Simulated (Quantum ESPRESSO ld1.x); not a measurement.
Radial electron density D(r) = 4 pi r^2 rho(r) of an atom or ion with 45 electrons. Calculated with ld1.x of Quantum ESPRESSO 7.5: Dirac Kohn-Sham, PW91, spin-unpolarised, spherical densities, point nucleus.

```
   r/bohr * D(r) (the largest magnitude, 71.8, reaches the edge; | marks zero)
 0.003105 |     *
 0.003586 |      *
 0.004142 |        *
 0.004822 |          *
 0.005568 |             *
 0.006431 |                *
 0.007486 |                    *
 0.008646 |                       *
 0.009985 |                           *
  0.01153 |                               *
  0.01342 |                                   *
   0.0155 |                                       *
  0.01791 |                                         *
  0.02068 |                                           *
  0.02407 |                                           *
   0.0278 |                                          *
  0.03211 |                                         *
  0.03708 |                                      *
  0.04317 |                                     *
  0.04985 |                                     *
  0.05758 |                                       *
  0.06703 |                                            *
  0.07741 |                                                 *
   0.0894 |                                                     *
   0.1032 |                                                      *
   0.1202 |                                                   *
   0.1388 |                                              *
   0.1603 |                                       *
   0.1851 |                                   *
   0.2155 |                                   *
   0.2489 |                                       *
   0.2875 |                                          *
   0.3347 |                                          *
   0.3865 |                                    *
   0.4463 |                           *
   0.5155 |                  *
   0.6001 |            *
    0.693 |          *
   0.8004 |          *
   0.9244 |           *
    1.076 |          *
    1.243 |        *
    1.435 |      *
    1.658 |    *
     1.93 |  *
    2.229 | *
    2.574 |*
    2.996 |*
     3.46 *
    3.996 *
    4.615 *
    5.373 *
    6.205 *
    7.166 *
    8.276 *
    9.634 *
    11.13 *
```

What is the nuclear charge?

Answer. Z = 45. The innermost maximum, from 1s, lies near gamma/Z bohr with gamma = sqrt(1 - (Z/c)^2) = 0.945, here 0.021 bohr (found: 0.0229), and its height grows with Z. The density is that of neutral rhodium in [Kr] 4d8 5s1; the configuration itself is not fixed sharply by these data, and Z only to a few units. D(r) has 4 maxima, at r = 0.0229, 0.101, 0.309, 0.924 bohr, and minima at 0.0457, 0.199, 0.710 bohr, inside which lie 2.04, 11.11, 29.06 electrons.
